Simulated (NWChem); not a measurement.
System: CH$_{4}$ClFOSi; SMILES O[Si](Cl)(F)C

Parts of the log:

```
             Northwest Computational Chemistry Package (NWChem) 7.3.0
             --------------------------------------------------------

 C1  symmetry detected

                             Geometry "geometry" -> ""
                             -------------------------

 Output coordinates in angstroms (scale by  1.889725989 to convert to a.u.)

  No.       Tag          Charge          X              Y              Z
 ---- ---------------- ---------- -------------- -------------- --------------
    1 C                    6.0000     1.63775403     1.10405647     0.06633377
    2 Si                  14.0000    -0.03423561     0.34223897    -0.00716198
    3 O                    8.0000    -0.82469762     0.87069590    -1.34427596
    4 F                    9.0000    -0.89069932     0.72573035     1.31231031
    5 Cl                  17.0000     0.05859479    -1.71749198    -0.00302625
    6 H                    1.0000     2.23114449     0.81534615    -0.81340440
    7 H                    1.0000     2.17126354     0.77696736     0.97056471
    8 H                    1.0000     1.55362104     2.20119780     0.08556394
    9 H                    1.0000    -1.68549130     0.49102759    -1.54559805

 Effective nuclear repulsion energy (a.u.)     311.2958523637

  pbe96 is a nonlocal functional; adding pw91lda local functional.

                                 NWChem DFT Module
                                 -----------------

 Summary of "ao basis" -> "ao basis" (spherical)
 ------------------------------------------------------------------------------
       Tag                 Description            Shells   Functions and Types
 ---------------- ------------------------------  ------  ---------------------
 C                          def2-svp                 6       14   3s2p1d
 Si                         def2-svp                 8       18   4s3p1d
 O                          def2-svp                 6       14   3s2p1d
 F                          def2-svp                 6       14   3s2p1d
 Cl                         def2-svp                 8       18   4s3p1d
 H                          def2-svp                 3        5   2s1p

            General Information
            -------------------
          SCF calculation type: DFT
          Wavefunction type:  closed shell.
          No. of atoms     :     9
          No. of electrons :    58
           Alpha electrons :    29
            Beta electrons :    29
          Charge           :     0
          Spin multiplicity:     1
          Use of symmetry is: off; symmetry adaption is: off
          Maximum number of iterations: 150
          AO basis - number of functions:    98
                     number of shells:    46
          Convergence on energy requested:  1.00D-06
          Convergence on density requested:  1.00D-05
          Convergence on gradient requested:  5.00D-04

              XC Information
              --------------
          PerdewBurkeErnzerhof Exchange Functional  1.000
            Perdew 1991 LDA Correlation Functional  1.000 local
           PerdewBurkeErnz. Correlation Functional  1.000 non-local

             Grid Information
             ----------------
          Grid used for XC integration:  medium
          Radial quadrature: Mura-Knowles
          Angular quadrature: Lebedev.
          Tag              B.-S. Rad. Rad. Pts. Rad. Cut. Ang. Pts.
          ---              ---------- --------- --------- ---------
          C                   0.70       49          10.0       434
          Si                  1.10       88           8.0       590
          O                   0.60       49          10.0       434
          F                   0.50       49          10.0       434
          Cl                  1.00       88          11.0       590
          H                   0.35       45          12.0       434
          Grid pruning is: on
          Number of quadrature shells:   503
          Spatial weights used:  Erf1

      Superposition of Atomic Density Guess
      -------------------------------------

 Sum of atomic energies:        -961.66765533

      Non-variational initial energy
      ------------------------------

 Total energy =    -963.352171
 1-e energy   =   -1949.794036
 2-e energy   =     675.146012
 HOMO         =      -0.412110
 LUMO         =       0.065457

     ---------------------------------------------
      Total Density - Mulliken Population Analysis
     ---------------------------------------------

    Atom       Charge   Shell Charges
 -----------   ------   -------------------------------------------------------
    1 C    6     6.58   1.99  0.96  0.27  2.12  1.23  0.01
    2 Si  14    12.48   2.00  1.99  0.82  0.06  5.93  0.82  0.50  0.35
    3 O    8     8.75   1.99  1.10  0.63  3.09  1.94  0.00
    4 F    9     9.57   1.99  1.15  0.78  3.52  2.14  0.00
    5 Cl  17    17.41   2.00  1.99  1.22  0.72  5.94  2.16  3.37  0.01
    6 H    1     0.85   0.64  0.18  0.03
    7 H    1     0.86   0.65  0.18  0.03
    8 H    1     0.86   0.65  0.18  0.03
    9 H    1     0.65   0.52  0.07  0.06

   convergence    iter        energy       DeltaE   RMS-Dens  Diis-err
 ---------------- ----- ----------------- --------- --------- ---------
 d= 0,ls=0.0,diis     1   -964.3693038757 -1.28D+03  1.89D-02  1.03D+00
 d= 0,ls=0.0,diis     2   -964.2117434946  1.58D-01  1.14D-02  2.81D+00
 d= 0,ls=0.0,diis     3   -964.4715062131 -2.60D-01  2.18D-03  6.05D-02
 d= 0,ls=0.0,diis     4   -964.4752542770 -3.75D-03  1.15D-03  1.33D-02
 d= 0,ls=0.0,diis     5   -964.4769908032 -1.74D-03  1.86D-04  4.06D-04
  Resetting Diis
 d= 0,ls=0.0,diis     6   -964.4770445187 -5.37D-05  3.35D-05  9.75D-06
 d= 0,ls=0.0,diis     7   -964.4770448957 -3.77D-07  4.50D-05  6.96D-06
 d= 0,ls=0.0,diis     8   -964.4770427297  2.17D-06  3.06D-05  3.12D-05
 d= 0,ls=0.0,diis     9   -964.4770455236 -2.79D-06  1.29D-06  2.29D-08
 d= 0,ls=0.0,diis    10   -964.4770455257 -2.11D-09  4.28D-07  4.73D-09

         Total DFT energy =     -964.477045525744
      One electron energy =    -1953.307213399071
           Coulomb energy =      752.207507694301
    Exchange-Corr. energy =      -74.673192184651
 Nuclear repulsion energy =      311.295852363677

 Numeric. integr. density =       57.999999213717

                       DFT Final Molecular Orbital Analysis
                       ------------------------------------

 Vector   27  Occ=2.000000D+00  E=-2.999415D-01
              MO Center= -3.1D-01,  1.4D-02, -5.3D-01, r^2= 3.4D+00
   Bfn.  Coefficient  Atom+Function         Bfn.  Coefficient  Atom+Function
  ----- ------------  ---------------      ----- ------------  ---------------
    38      0.301488  3 O  pz                73      0.296716  5 Cl pz
    37      0.252844  3 O  py                70      0.229108  5 Cl pz
    41      0.210611  3 O  pz                72      0.189599  5 Cl py
    40      0.176400  3 O  py                36     -0.172794  3 O  px
    52     -0.153582  4 F  pz                69      0.137552  5 Cl py

 Vector   28  Occ=2.000000D+00  E=-2.803662D-01
              MO Center=  1.5D-01, -1.2D+00, -2.2D-02, r^2= 2.5D+00
   Bfn.  Coefficient  Atom+Function         Bfn.  Coefficient  Atom+Function
  ----- ------------  ---------------      ----- ------------  ---------------
    71      0.577328  5 Cl px                68      0.428897  5 Cl px
    65      0.250454  5 Cl px                 4      0.125641  1 C  px
     3     -0.124439  1 C  s                  5      0.119163  1 C  py
    38      0.116418  3 O  pz                73     -0.105720  5 Cl pz
    89      0.092438  8 H  s                  7      0.091600  1 C  px

 Vector   29  Occ=2.000000D+00  E=-2.737959D-01
              MO Center= -2.7D-01, -7.2D-01, -3.8D-01, r^2= 3.2D+00
   Bfn.  Coefficient  Atom+Function         Bfn.  Coefficient  Atom+Function
  ----- ------------  ---------------      ----- ------------  ---------------
    73      0.503560  5 Cl pz                70      0.375203  5 Cl pz
    37     -0.329317  3 O  py                40     -0.239877  3 O  py
    67      0.218433  5 Cl pz                36      0.148259  3 O  px
    38     -0.117878  3 O  pz                51     -0.114870  4 F  py
    39      0.108101  3 O  px                71      0.102835  5 Cl px

 Vector   30  Occ=0.000000D+00  E= 9.209638D-03
              MO Center= -7.3D-01,  4.4D-01, -8.0D-01, r^2= 5.3D+00
   Bfn.  Coefficient  Atom+Function         Bfn.  Coefficient  Atom+Function
  ----- ------------  ---------------      ----- ------------  ---------------
     3      1.047895  1 C  s                 18     -0.834083  2 Si s
    95     -0.799105  9 H  s                 35      0.737318  3 O  s
    85     -0.453499  7 H  s                 80     -0.321524  6 H  s
    90     -0.317003  8 H  s                 72      0.251861  5 Cl py
    34      0.210138  3 O  s                 49      0.184691  4 F  s

 Vector   31  Occ=0.000000D+00  E= 3.718221D-02
              MO Center=  3.0D-01,  3.8D-01, -6.8D-02, r^2= 5.6D+00
   Bfn.  Coefficient  Atom+Function         Bfn.  Coefficient  Atom+Function
  ----- ------------  ---------------      ----- ------------  ---------------
     3      1.266896  1 C  s                 90     -0.780195  8 H  s
    18     -0.700657  2 Si s                 95      0.549464  9 H  s
    80     -0.516040  6 H  s                 35     -0.404624  3 O  s
    72      0.402160  5 Cl py                27     -0.377527  2 Si pz
    17     -0.318722  2 Si s                 26      0.317374  2 Si py

[...]
```

Level: PBE/def2-SVP. The geometry was optimised at PBE0/def2-SVP.

**Question.** Which NWChem input produces such a log?

**Answer.** This is not unique; one that fits is the input that was run:
```
start job
memory heap 200 mb stack 900 mb global 1100 mb
geometry units angstroms noautoz
  C      1.589571     1.197638     0.201117
  Si    -0.042129     0.374988    -0.004112
  O     -0.762888     0.910519    -1.377314
  F     -0.998630     0.688061     1.264231
  Cl     0.132421    -1.678996    -0.046635
  H      2.250912     0.956768    -0.643877
  H      2.074737     0.865691     1.130460
  H      1.460595     2.289789     0.242814
  H     -1.592626     0.504142    -1.645711
end
basis spherical
  * library def2-svp
end
dft
  xc xpbe96 cpbe96
  iterations 150
  mulliken
end
task dft energy
```
